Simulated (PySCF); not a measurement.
CH5BeN.

```xyz
8

Be    -0.0537    -0.0254     0.0486
C      1.1270     0.4139    -1.0717
H      2.0418    -0.1765    -0.9643
H      1.4155     1.4640    -0.9532
H      0.7845     0.2973    -2.1042
N     -1.1083    -0.4080     1.0535
H     -1.5230    -1.3222     1.1426
H     -1.5077     0.2119     1.7404
```

Geometry: B3LYP-D3(BJ)/def2-TZVP. Other conformers were not sampled.

All values below come from KT2/pcSseg-2 (PySCF). Non-relativistic, no solvent.

Question: Give the absolute GIAO shielding of each atom: isotropic value and principal components (ppm). (Estimate from the structure and the level; the computed values follow.)

Answer: 
| atom | σ(iso) | σ11 | σ22 | σ33 | span |
|---|---|---|---|---|---|
| Be1 | 86.2 | 51.7 | 56.1 | 150.9 | 99.3 |
| C2 | 204.7 | 201.1 | 202.6 | 210.6 | 9.5 |
| H3 | 32.2 | 28.3 | 29.0 | 39.2 | 10.9 |
| H4 | 32.3 | 28.7 | 28.9 | 39.4 | 10.7 |
| H5 | 32.2 | 28.3 | 29.0 | 39.2 | 10.9 |
| N6 | 236.3 | 189.7 | 229.9 | 289.2 | 99.5 |
| H7 | 30.6 | 25.7 | 26.1 | 40.1 | 14.4 |
| H8 | 30.6 | 25.6 | 26.2 | 40.1 | 14.4 |
